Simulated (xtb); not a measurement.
I4Sn, charge -1, doublet, from a rough starting geometry (GFN-xTB shapes and energies of metal compounds can be far from the true ones) (a state made from the parent by changing its charge; the spin is typed, not shown lowest); GFN2-xTB (xtb).

Here is a job for xtb.
```
$ xtb mol.xyz --gfn 2 --chrg -1 --uhf 1 --opt vtight --json

# file mol.xyz
5

I     -1.63957528    -0.63464081    -2.06675802
Sn     0.01066854     0.03371307     0.01337655
I      0.56860097     2.68254984    -0.09597836
I      2.28676919    -1.45178758    -0.17577498
I     -1.21322277    -0.57738776     2.29602161
```

### Question
What does xtb print? Leave out banner, timings and long lists.

### Answer

```
   ID    Z sym.   atoms
    1   53 I      1, 3-5
    2   50 Sn     2

           -------------------------------------------------
          |                Calculation Setup                |
           -------------------------------------------------

           -------------------------------------------------
          |                 G F N 2 - x T B                 |
           -------------------------------------------------

          ...................................................
          :                      SETUP                      :
          :.................................................:
          :  # basis functions                  50          :
          :  # atomic orbitals                  45          :
          :  # shells                           15          :
          :  # electrons                        33          :
          :  max. iterations                   250          :
          :  Hamiltonian                  GFN2-xTB          :
          :  restarted?                      false          :
          :  GBSA solvation                  false          :
          :  PC potential                    false          :
          :  electronic temp.          300.0000000     K    :
          :  accuracy                    1.0000000          :
          :  -> integral cutoff          0.2500000E+02      :
          :  -> integral neglect         0.1000000E-07      :
          :  -> SCF convergence          0.1000000E-05 Eh   :
          :  -> wf. convergence          0.1000000E-03 e    :
          :  Broyden damping             0.4000000          :
          :  net charge                         -1          :
          :  unpaired electrons                  1          :
          ...................................................

 iter      E             dE          RMSdq      gap      omega  full diag
   1    -13.6302027 -0.136302E+02  0.254E+01    3.46       0.0  T
   2     -7.4096416  0.622056E+01  0.292E+01    2.11       1.0  T
   3    -17.8893863 -0.104797E+02  0.999E+00    5.72       1.0  T
   4    -17.8935018 -0.411550E-02  0.997E+00    5.77       1.0  T
   5    -17.7984967  0.950051E-01  0.372E+00    6.44       1.0  T
   6    -17.7963318  0.216492E-02  0.341E+00    6.48       1.0  T
   7    -17.8994287 -0.103097E+00  0.580E-01    6.16       1.0  T
   8    -17.8926592  0.676956E-02  0.825E-01    6.05       1.0  T
   9    -17.8988812 -0.622198E-02  0.315E-01    6.21       1.0  T
[...]
         :: total energy             -17.883951046846 Eh    ::
 * total energy  :   -17.8839510 Eh     change       -0.1041656E-10 Eh
 * total energy  :   -17.8992615 Eh     change       -0.1531045E-01 Eh
 * total energy  :   -17.8999282 Eh     change       -0.6666584E-03 Eh
 * total energy  :   -17.9010936 Eh     change       -0.1165484E-02 Eh
 * total energy  :   -17.9010321 Eh     change        0.6152085E-04 Eh
 * total energy  :   -17.9010965 Eh     change       -0.6433219E-04 Eh
 * total energy  :   -17.9011022 Eh     change       -0.5770654E-05 Eh
 * total energy  :   -17.9011048 Eh     change       -0.2568333E-05 Eh
 * total energy  :   -17.9011034 Eh     change        0.1385689E-05 Eh
 * total energy  :   -17.9011049 Eh     change       -0.1508648E-05 Eh
 * total energy  :   -17.9011049 Eh     change       -0.5720587E-08 Eh
   *** GEOMETRY OPTIMIZATION CONVERGED AFTER 11 ITERATIONS ***
         :: total energy             -17.901104921093 Eh    ::
[...]
       ...                                ...                  ...
        45                          1.0669035              29.0319
      -------------------------------------------------------------
                  HL-Gap            0.2193379 Eh            5.9685 eV
             Fermi-level           -0.2054413 Eh           -5.5903 eV

     #   Z          covCN         q      C6AA      α(0)
     1  53 I        0.846    -0.359   399.105    34.487
     2  50 Sn       3.383     0.435   321.101    33.165
     3  53 I        0.846    -0.359   399.108    34.488
     4  53 I        0.846    -0.359   399.106    34.487
     5  53 I        0.846    -0.359   399.091    34.487

 Mol. C6AA /au·bohr⁶  :       9564.670357
 Mol. C8AA /au·bohr⁸  :     933673.011917
 Mol. α(0) /au        :        171.113981

Wiberg/Mayer (AO) data.
largest (>0.10) Wiberg bond orders for each atom

 ---------------------------------------------------------------------------
     #   Z sym  total        # sym  WBO       # sym  WBO       # sym  WBO
 ---------------------------------------------------------------------------
     1  53 I    0.943 --     2 Sn   0.665
     2  50 Sn   2.660 --     5 I    0.665     1 I    0.665     4 I    0.665
                             3 I    0.665
     3  53 I    0.943 --     2 Sn   0.665
     4  53 I    0.943 --     2 Sn   0.665
     5  53 I    0.943 --     2 Sn   0.665
 ---------------------------------------------------------------------------

Topologies differ in total number of bonds
Writing topology from bond orders to xtbtopo.mol

molecular dipole:
                 x           y           z       tot (Debye)
 q only:       -0.006      -0.020       0.012
   full:       -0.005      -0.020       0.011       0.060
molecular quadrupole (traceless):
                xx          xy          yy          xz          yz          zz
 q only:       -0.002       0.001      -0.003      -0.004      -0.002       0.005
  q+dip:       -0.001      -0.001       0.004       0.001      -0.000      -0.002
   full:       -0.001      -0.001       0.005       0.002       0.000      -0.004

optimized geometry written to: xtbopt.xyz

           -------------------------------------------------
          | TOTAL ENERGY              -17.901104921093 Eh   |
          | GRADIENT NORM               0.000078309688 Eh/α |
          | HOMO-LUMO GAP               5.968487767681 eV   |
           -------------------------------------------------

normal termination of xtb
```
